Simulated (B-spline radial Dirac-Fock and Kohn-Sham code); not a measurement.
# Compton profile of Ta²⁸⁺

System: Ta²⁸⁺, configuration [Kr] 4d9.

Input of the calculation (task.json; shells as n, l, electrons):

```json
{"items": [{
  "Z": 73,
  "q": 28,
  "cfg": [[1, 0, 2], [2, 0, 2], [2, 1, 6], [3, 0, 2], [3, 1, 6], [3, 2, 10], [4, 0, 2], [4, 1, 6], [4, 2, 9]],
  "A": 181,
  "rrms": 5.3507,
  "do": ["scatter"],
  "s": [0.0, 0.05, 0.1, 0.15, 0.2, 0.25, 0.3, 0.35, 0.4, 0.45, 0.5, 0.6, 0.7, 0.8, 0.9, 1.0, 1.1, 1.2, 1.4, 1.6, 1.8, 2.0, 2.5, 3.0, 3.5, 4.0, 5.0, 6.0],
  "pz": [0, 0.1, 0.2, 0.3, 0.4, 0.5, 0.6, 0.8, 1.0, 1.2, 1.4, 1.6, 1.8, 2.0, 2.5, 3.0, 4.0, 5.0, 7.0, 10.0, 15.0, 20.0, 30.0, 40.0, 60.0, 100.0],
  "hv_scatter": [2000, 8047.8, 17479.3, 20000, 50000, 100000, 200000, 500000]
}]}
```

Command: `python xray_run.py task.json out`

Model: the impulse approximation on Dirac-Fock densities. Program: a radial atomic solver. pz is in atomic units of momentum; subshell profiles are per electron, for a selection of subshells; open shells are spread over both j values by their weights.

| pz | J total | J 2p3/2 | J 3p3/2 | J 4p3/2 | J 4d5/2 |
| --- | --- | --- | --- | --- | --- |
| 0 | 2.576 | 0.0198 | 0.0503 | 0.101 | 0.0760 |
| 0.4 | 2.569 | 0.0198 | 0.0503 | 0.101 | 0.0760 |
| 0.5 | 2.565 | 0.0198 | 0.0503 | 0.101 | 0.0760 |
| 0.6 | 2.560 | 0.0198 | 0.0503 | 0.101 | 0.0760 |
| 0.8 | 2.547 | 0.0198 | 0.0503 | 0.101 | 0.0760 |
| 1 | 2.531 | 0.0198 | 0.0503 | 0.100 | 0.0760 |
| 1.2 | 2.512 | 0.0198 | 0.0502 | 0.0998 | 0.0759 |
| 1.4 | 2.488 | 0.0198 | 0.0502 | 0.0990 | 0.0759 |
| 1.6 | 2.461 | 0.0198 | 0.0502 | 0.0979 | 0.0758 |
| 1.8 | 2.430 | 0.0198 | 0.0501 | 0.0964 | 0.0757 |
| 2 | 2.395 | 0.0198 | 0.0500 | 0.0944 | 0.0755 |
| 2.5 | 2.292 | 0.0198 | 0.0497 | 0.0875 | 0.0746 |
| 3 | 2.167 | 0.0198 | 0.0492 | 0.0778 | 0.0726 |
| 4 | 1.868 | 0.0198 | 0.0473 | 0.0538 | 0.0643 |
| 5 | 1.552 | 0.0197 | 0.0442 | 0.0314 | 0.0507 |
| 7 | 1.047 | 0.0195 | 0.0344 | 0.0102 | 0.0221 |
| 10 | 0.6652 | 0.0187 | 0.0179 | 0.00798 | 0.00477 |
| 15 | 0.3652 | 0.0159 | 0.00396 | 0.00260 | 0.00331 |
| 20 | 0.2064 | 0.0121 | 0.00207 | 0.000613 | 0.00195 |
| 30 | 0.07789 | 0.00554 | 0.00161 | 0.000456 | 0.000341 |
| 40 | 0.03565 | 0.00221 | 0.000727 | 0.000218 | 5.89e-05 |
| 60 | 0.01106 | 0.000357 | 0.000115 | 3.45e-05 | 2.98e-06 |
| 100 | 0.002143 | 1.88e-05 | 5.55e-06 | 1.63e-06 | < 1e-6 |

J(0) = 2.576. The 4d5/2 subshell gives the largest part, 16 %.

Mean momentum ⟨p⟩ by subshell (a.u.): 1s1/2 75.5, 2s1/2 26.9, 2p1/2 35.6, 2p3/2 31.6, 3s1/2 13.7, 3p1/2 16.3, 3p3/2 15.2, 3d3/2 18.2, 3d5/2 17.8, 4s1/2 7.71, 4p1/2 8.65, 4p3/2 8.23, 4d3/2 9.23, 4d5/2 9.09.
